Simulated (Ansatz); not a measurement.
CF3 (SMILES F[C](F)F), doublet, geometry from GFN2-xTB.

Input for Ansatz (a program for electronic structure):
Ansatz 0.2 input:
```yaml
crystal:
  periodic: [false, false, false]
  atoms:
    - {symbol: F, position_ang: [-0.61970144, 1.10330442, -0.05681889]}
    - {symbol: C, position_ang: [-0.00906407, -0.00843182, 0.30888598]}
    - {symbol: F, position_ang: [-0.64050898, -1.08653107, -0.11720652]}
    - {symbol: F, position_ang: [1.26625314, -0.01115214, -0.03189858]}
basis:
  gaussian:
    orbitals: def2-SV_P_.json
hamiltonian:
  xc: b3lyp
magnetization: {spin_polarized: true, initial_magnetization: 1}
scf: {lower_state_search: off}
```
The basis file holds def2-SV(P) in the JSON format of the Basis Set Exchange.

**Question.** Predict the number of basis functions from B3LYP/def2-SV(P) run with Ansatz.

**Answer.** 56

**Question.** What is the computed total energy (B3LYP/def2-SV(P))?

**Answer.** -337.3013 Eh

**Question.** What is the computed <S^2> (B3LYP/def2-SV(P))?

**Answer.** 0.751
